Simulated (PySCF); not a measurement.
Spectroscopy problems

PySCF calculation with σ from GIAO-PBE0/pcSseg-1 and geometry: GFN2-xTB; relativity neglected, a single conformation, fast rotation and ring inversion assumed for equivalent nuclei, isolated molecule.

Referencing at the same level of theory: TMS for 1H (31.72 ppm) and 13C (186.93 ppm). Where no couplings were computed, multiplicities follow the n + 1 count of equivalent neighbours, and m marks all less simple cases (inequivalent or close neighbours, rings, F or P nearby). Shifts are as computed. Against solution values, carbons near 30 ppm lie about +3 ppm off and those near 130 ppm about +5 ppm. Of 1211 compounds with measured shifts, 218 miss one by over three times the rms of a fit or turn the order of signals round; such compounds aren't used in these exercises.

(1) C8H14N2. 1H NMR (600 MHz, computed): δ 6.53 (m, 1H), 6.09 (d, 1H), 5.64 (m, 1H), 5.55 (m, 1H), 2.20 (m, 1H), 2.14 (s, 3H), 1.03 (d, 6H). 13C{1H} NMR (computed): δ 136.3 (CH), 134.6 (CH), 131.3 (C), 124.0 (CH2), 31.0 (CH), 22.2 (CH3), 21.7 (CH3). Identify the compound.

(2) C6H12O. 1H NMR (400 MHz, computed): δ 5.73 (q, 1H), 3.91 (s, 2H), 3.24 (s, 3H), 1.83 (d, 3H), 1.83 (s, 3H). 13C{1H} NMR (computed): δ 140.3 (C), 133.0 (CH), 82.2 (CH2), 57.2 (CH3), 16.8 (CH3), 14.1 (CH3). What is it?

(3) C6H12O. 1H NMR (600 MHz, computed): δ 5.92 (q, 1H), 4.15 (s, 2H), 3.28 (s, 3H), 1.85 (s, 3H), 1.85 (d, 3H). 13C{1H} NMR (computed): δ 139.2 (C), 133.3 (CH), 71.3 (CH2), 56.9 (CH3), 24.8 (CH3), 16.6 (CH3). Give a structure.

Results:

(1) SMILES C=C/C(C)=N\N=C/C(C)C. The formula gives 3 degrees of unsaturation (no ring in the answer). 7 carbon signals for 8 carbons: some carbons are equivalent by symmetry or fast rotation. Carbon types of the structure: 1 × C, 3 × CH, 1 × CH2, 3 × CH3, which accounts for all hydrogens. δC 136.3, 131.3: C=N carbon. δC 134.6: alkene CH; the olefinic region. δC 124.0: terminal =CH2 carbon; the olefinic region. δH 5.64, 5.55: hydrogen on a terminal =CH2 carbon; a vinylic proton, deshielded by the sp2 carbon and the C=C anisotropy.

This is the structure that produced the data.

(2) SMILES C/C=C(\C)COC. Rings plus π bonds: 1 (no ring in the answer). 6 carbon signals for 6 carbons: no two carbons are equivalent. Carbon types of the structure: 1 × C, 1 × CH, 1 × CH2, 3 × CH3, which accounts for all hydrogens. δC 140.3: fully substituted alkene carbon; an sp2 carbon of a C=C bond. δC 133.0: alkene CH; the olefinic region. δC 82.2: allylic sp3 CH2 bonded to O; pulled downfield by the heteroatom. δH 5.73: hydrogen on an alkene CH; attached to an sp2 carbon and in the plane of the double bond.

The shifts were computed for this structure.

(3) SMILES C/C=C(/C)COC. Rings plus π bonds: 1 (no ring in the answer). 6 carbon signals for 6 carbons: no two carbons are equivalent. Carbon types of the structure: 1 × C, 1 × CH, 1 × CH2, 3 × CH3, which accounts for all hydrogens. δC 139.2: fully substituted alkene carbon; as expected for a trigonal carbon in a double bond. δC 133.3: alkene CH; as expected for a trigonal carbon in a double bond. δC 71.3: allylic sp3 CH2 bonded to O; pulled downfield by the heteroatom. δH 4.15: hydrogen on an allylic sp3 CH2 bonded to O; its carbon carries O, an electronegative neighbour.

This is the structure that produced the data.
